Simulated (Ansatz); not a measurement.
Reading a saddle point

A first-order saddle point of BNH3BrF2, closed shell, PBE0-D4/def2-TZVP, with one imaginary mode of 640i cm⁻¹:

B1  (-0.704, -0.332, -0.400)
N2  (0.681, 0.242, -0.338)
F3  (-0.830, -1.633, -0.449)
F4  (-1.694, 0.476, -0.679)
H5  (0.625, 0.351, 0.866)
Br6  (-0.297, 0.137, 2.375)
H7  (0.793, 1.152, -0.772)
H8  (1.426, -0.393, -0.603)
(Å)

Ansatz 0.2.0; basis: def2-TZVPP and def2-QZVPP; cores frozen in the correlated methods. Filled d shells of the heavier atoms are correlated. The def2 sets are not built for correlating such inner shells, so the correlated values are less sure here. Extrapolation: Hartree–Fock as exp(−7.88 √X), correlation as X^−2.97.

Which contacts change along the imaginary mode, and what lies on either side? (A judgement: the text doesn't fix the answer.)

Computed: The step is BNH₂F₂ ([NH2][B]([F])[F]) + HBr → BBrF₂ ([F][B]([F])[Br]) + NH₃ (still joined by a long B–N bond), with the molecules in contact on both sides. Shortening one way: B1–Br6, N2–H5; lengthening the same way: B1–N2, H5–Br6.
```tsv
pair	one side (Å)	saddle (Å)	other side (Å)
B1–Br6	4.10	2.84	2.03
N2–H5	2.07	1.21	1.02
B1–N2	1.41	1.50	1.64
H5–Br6	1.44	1.78	3.00
```

Which side is lower, and how far does the saddle lie above each? (To be estimated.)

The calculation gives: The side with B1–Br6, N2–H5 short is lower by 0.499 eV; the saddle lies 1.112 eV above it and 0.613 eV above the other (CCSD(T) at an estimated basis limit (MP2 extrapolated from triple and quadruple zeta, plus CCSD(T) − MP2 in triple zeta); electronic energies).

T1 diagnostic: at most 0.011.

Labels in which every atom is bracketed show which atoms are joined, not bond orders.

For scale, one of the runs: CCSD(T)/def2-TZVPP, 214 basis functions, launched by `ansatz run in.yaml --threads 8 --pin off --events-out ev --progress --plain --max-ram 19148MiB`. Hardware: 8 CPU threads of an AMD EPYC 9R45, shared host. Wall time 26 s; peak host memory 3.6 GiB.
